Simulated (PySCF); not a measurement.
## Working out the excitation energy of Al

Al [Ne] 3s2 3p1 (2P) → Al [Ne] 3s2 3d1 (2D). All numbers are calculated (PySCF 2.14, the non-relativistic Hamiltonian (point nucleus), in aug-cc-pV(D+d)Z). Frozen: [Ne]. Energies in hartree (1 hartree = 27.21139 eV):

```csv
part,Al (lower),Al (upper)
UHF,-241.874285,-241.690797
CCSD correlation,-0.048295,-0.066531
(T),-0.000818,-0.007735
```

Q: What does Hartree-Fock give?

A: (-241.690797) − (-241.874285) = 0.183488 hartree = 4.993 eV.

Q: What do CCSD and CCSD(T) give?

A: The CCSD correlation energies differ by -0.018236 hartree = -0.496 eV and the triples by -0.006917 hartree = -0.188 eV, so CCSD gives 4.497 eV and CCSD(T) 4.309 eV.

Measured between the centres of the two terms (NIST): 4.012 eV, so CCSD(T) (valence) is off by 0.297 eV.

The coupled-cluster amplitudes are large, so a single reference is strained.

What remains against the reference includes basis incompleteness, the frozen core and higher excitations.
